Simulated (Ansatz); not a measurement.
C₃H₈BGa at its PBE0-D4/def2-TZVP geometry, where that method's forces vanish. Charge 0, multiplicity 1.

```xyz
13

C    -1.8487   -0.6729   -0.3907
C    -0.3794   -0.3349   -0.3810
B     0.5640   -0.4500    0.8303
C     1.9467    0.2273    0.5759
Ga    0.6213    1.4406   -0.3066
H    -2.0107   -1.7424   -0.5621
H    -2.3063   -0.4313    0.5714
H    -2.4044   -0.1358   -1.1639
H     0.1136   -0.5705   -1.3453
H     0.1234   -0.5930    1.9414
H     2.6118    0.5057    1.3864
H     2.5189   -0.1191   -0.2941
H     0.4498    2.8763   -0.8618
```

(1) What forces (eV/Å) does ωB97M-V/def2-TZVPP give on these atoms in Ansatz? (Estimate.)

Answers

(1) The calculation gave: 
```
C1  -0.251 -0.082  0.003
C2   0.252  0.097 -0.063
B3  -0.076 -0.096  0.141
C4   0.079  0.065 -0.033
Ga5 -0.022  0.146 -0.064
H6   0.010  0.088  0.016
H7   0.028 -0.013 -0.066
H8   0.041 -0.037  0.064
H9  -0.012  0.000  0.069
H10  0.044  0.019 -0.127
H11 -0.061 -0.030 -0.062
H12 -0.050  0.006  0.059
H13  0.020 -0.162  0.063
```
